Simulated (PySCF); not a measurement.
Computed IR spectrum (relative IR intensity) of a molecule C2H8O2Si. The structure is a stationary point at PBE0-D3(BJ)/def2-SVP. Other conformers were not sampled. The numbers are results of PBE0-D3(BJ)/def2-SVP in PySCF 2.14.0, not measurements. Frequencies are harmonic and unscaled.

Lines under 2 % of the strongest are left out, and lines within 2 cm⁻¹ are merged.

```json
[
 {"ν (cm⁻¹)": "267", "relative intensity": "17"},
 {"ν (cm⁻¹)": "318", "relative intensity": "17"},
 {"ν (cm⁻¹)": "397", "relative intensity": "21"},
 {"ν (cm⁻¹)": "660", "relative intensity": "4.0"},
 {"ν (cm⁻¹)": "707", "relative intensity": "25"},
 {"ν (cm⁻¹)": "758", "relative intensity": "6.9"},
 {"ν (cm⁻¹)": "769", "relative intensity": "13"},
 {"ν (cm⁻¹)": "844", "relative intensity": "18"},
 {"ν (cm⁻¹)": "852", "relative intensity": "32"},
 {"ν (cm⁻¹)": "914", "relative intensity": "100"},
 {"ν (cm⁻¹)": "950", "relative intensity": "59"},
 {"ν (cm⁻¹)": "1173", "relative intensity": "39"},
 {"ν (cm⁻¹)": "1224", "relative intensity": "54"},
 {"ν (cm⁻¹)": "1269", "relative intensity": "18"},
 {"ν (cm⁻¹)": "1478", "relative intensity": "4.1"},
 {"ν (cm⁻¹)": "2260", "relative intensity": "55"},
 {"ν (cm⁻¹)": "3011", "relative intensity": "21"},
 {"ν (cm⁻¹)": "3088", "relative intensity": "13"},
 {"ν (cm⁻¹)": "3133", "relative intensity": "10"},
 {"ν (cm⁻¹)": "3931", "relative intensity": "32"}
]
```

**Question.** Pick the molecule that these values belong to.
A) OCCO[SiH3]
B) COC[SiH2]O
C) CO[Si@@H](C)O
D) CO[SiH2]CO

**Answer.** C, CO[Si@@H](C)O
